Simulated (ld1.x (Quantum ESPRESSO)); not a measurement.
## Reading a pseudo-wave (In)

Columns: radius, all-electron u(r) and pseudo u(r) of the 5s shell (level -8.49 eV) of indium in the configuration [Ar] 3d10 4s2 4p6 4d10 5s2 5p1; LDA (PZ), scalar-relativistic, PAW scheme, ld1.x (Quantum ESPRESSO) 7.5.

```json
{"r (bohr)": "0.103", "all-electron": "-0.1254", "pseudo": "0.0216"}
{"r (bohr)": "0.205", "all-electron": "0.1593", "pseudo": "0.0439"}
{"r (bohr)": "0.308", "all-electron": "0.1772", "pseudo": "0.0684"}
{"r (bohr)": "0.410", "all-electron": "-0.0191", "pseudo": "0.0953"}
{"r (bohr)": "0.513", "all-electron": "-0.2154", "pseudo": "0.1258"}
{"r (bohr)": "0.615", "all-electron": "-0.3158", "pseudo": "0.1596"}
{"r (bohr)": "0.718", "all-electron": "-0.3164", "pseudo": "0.1976"}
{"r (bohr)": "0.820", "all-electron": "-0.2440", "pseudo": "0.2388"}
{"r (bohr)": "0.923", "all-electron": "-0.1288", "pseudo": "0.2838"}
{"r (bohr)": "1.025", "all-electron": "0.0022", "pseudo": "0.3308"}
{"r (bohr)": "1.128", "all-electron": "0.1348", "pseudo": "0.3799"}
{"r (bohr)": "1.230", "all-electron": "0.2567", "pseudo": "0.4291"}
{"r (bohr)": "1.332", "all-electron": "0.3640", "pseudo": "0.4775"}
{"r (bohr)": "1.435", "all-electron": "0.4556", "pseudo": "0.5245"}
{"r (bohr)": "1.538", "all-electron": "0.5303", "pseudo": "0.5680"}
{"r (bohr)": "1.640", "all-electron": "0.5885", "pseudo": "0.6065"}
{"r (bohr)": "1.743", "all-electron": "0.6327", "pseudo": "0.6396"}
{"r (bohr)": "1.845", "all-electron": "0.6639", "pseudo": "0.6656"}
{"r (bohr)": "1.948", "all-electron": "0.6842", "pseudo": "0.6844"}
{"r (bohr)": "2.050", "all-electron": "0.6950", "pseudo": "0.6950"}
{"r (bohr)": "2.153", "all-electron": "0.6980", "pseudo": "0.6980"}
{"r (bohr)": "2.255", "all-electron": "0.6944", "pseudo": "0.6944"}
{"r (bohr)": "2.358", "all-electron": "0.6854", "pseudo": "0.6854"}
{"r (bohr)": "2.460", "all-electron": "0.6722", "pseudo": "0.6722"}
{"r (bohr)": "2.562", "all-electron": "0.6556", "pseudo": "0.6556"}
{"r (bohr)": "2.665", "all-electron": "0.6361", "pseudo": "0.6361"}
```

Question: How many radial nodes do the two functions have?

Answer: The all-electron 5s function has n − l − 1 = 4 (the table is too coarse to show those close to the nucleus); the pseudo-wave has 0, since the states of the same l below it are removed with the core.

Question: At about which radius was the pseudo-wave matched?

Answer: 2.05 bohr, where the columns begin to agree (steps of 0.10 bohr).

Question: Is the pseudo-wave norm-conserving?

Answer: No, it belongs to a PAW set: the norm inside the radius is not constrained, and the difference is carried by the augmentation charge.
